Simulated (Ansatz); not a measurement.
The cluster Si₃Ge. Total charge 0; quintet. Geometry r2SCAN-D4/def2-SVP.

```xyz
4

Si    0.911    0.113    0.907
Si    0.681   -1.700   -0.486
Si   -1.151   -0.312   -0.495
Ge   -0.441    1.898    0.074
```

At HF/STO-3G the charge 0 quintet is spin-contaminated (final ⟨S²⟩ up to 6.33, 6.00 for a pure state). At PBE0-D4/def2-TZVP a singlet of charge 0 lies 2.71 eV below the quintet, each at its own geometry. The structure comes from a short search, and lower isomers may exist.

Problem. Estimate the α-spin orbital energies around the gap (eV) in Ansatz with HF/STO-3G, LDA (SPW92)/def2-TZVP, PBE-D4/def2-TZVP, PBE0-D4/def2-TZVP, CAM-B3LYP-D4/def2-TZVP.

Solution. 
| orbital | HF/STO-3G | LDA (SPW92)/def2-TZVP | PBE-D4/def2-TZVP | PBE0-D4/def2-TZVP | CAM-B3LYP-D4/def2-TZVP |
| --- | --- | --- | --- | --- | --- |
| HOMO−13 | -15.45 | -30.03 | -29.72 | -33.58 | -34.82 |
| HOMO−12 | -13.57 | -30.02 | -29.71 | -33.57 | -34.81 |
| HOMO−11 | -13.34 | -29.93 | -29.63 | -33.49 | -34.73 |
| HOMO−10 | -13.33 | -29.93 | -29.62 | -33.48 | -34.72 |
| HOMO−9 | -13.22 | -15.60 | -15.46 | -17.50 | -19.22 |
| HOMO−8 | -13.22 | -12.56 | -12.40 | -14.10 | -15.72 |
| HOMO−7 | -12.49 | -11.01 | -10.91 | -12.49 | -13.99 |
| HOMO−6 | -10.58 | -9.11 | -9.01 | -10.32 | -11.65 |
| HOMO−5 | -7.13 | -6.94 | -6.91 | -8.06 | -9.18 |
| HOMO−4 | -5.92 | -6.80 | -6.70 | -7.67 | -8.68 |
| HOMO−3 | -5.35 | -6.73 | -6.57 | -7.55 | -8.58 |
| HOMO−2 | -4.43 | -6.07 | -5.99 | -6.94 | -7.93 |
| HOMO−1 | -3.56 | -4.35 | -4.29 | -5.14 | -6.04 |
| HOMO | -2.81 | -4.28 | -4.22 | -5.00 | -5.86 |
| LUMO | 5.97 | -2.97 | -2.86 | -2.19 | -1.06 |
| LUMO+1 | 7.58 | -2.68 | -2.59 | -2.04 | -1.04 |
| LUMO+2 | 11.37 | -1.22 | -1.06 | -0.35 | 0.66 |
| LUMO+3 | 12.30 | -0.70 | -0.56 | 0.16 | 1.25 |
| LUMO+4 | 12.30 | -0.33 | -0.22 | 0.52 | 1.58 |
| LUMO+5 | 14.52 | 0.08 | 0.20 | 0.98 | 2.15 |
| β HOMO | -3.87 | -6.14 | -5.95 | -6.67 | -7.60 |
| β LUMO | 3.88 | -5.80 | -5.46 | -4.66 | -3.67 |
